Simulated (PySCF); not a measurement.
Ge(F)2(Br)(OH) (BrF2GeHO), SMILES [OH][Ge]([F])([F])[Br]. Heavy atoms are numbered as in [OH:1][Ge:2]([F:3])([F:4])[Br:5]. Hydrogens are named by the atom that carries them.

Coordinates come from a PBE0-D3(BJ)/def2-SVP optimisation. This is a generated structure with no PubChem entry under its InChIKey; it may be hypothetical. The values are those of a single conformer.

The numbers are results of PySCF with PBE/pcSseg-1, not measurements.

GIAO shieldings, no solvent; atoms alike by connectivity are averaged. δ = σ(ref) − σ: ¹⁷O against H2O (σ = 334.3 ppm); ⁷³Ge against GeH4 (σ = 1614.4 ppm); ¹⁹F against CFCl3 (σ = 133.6 ppm); ¹H against TMS (σ = 31.49 ppm), references at their B3LYP-D3(BJ)/def2-TZVP geometries, non-relativistic (without spin–orbit terms, shifts of atoms bonded to Cl or Br come out too high).

Question: Estimate the chemical shifts. (An estimate is asked for; the answer gives what the named calculation found.)

Answer: 
```tsv
nucleus	atoms	count	δ (ppm)
¹⁷O	O1 (OH)	1	88.8
⁷³Ge	Ge2	1	364.2
¹⁹F	F3	2	-123.4
¹H	H on O1	1	2.66
```
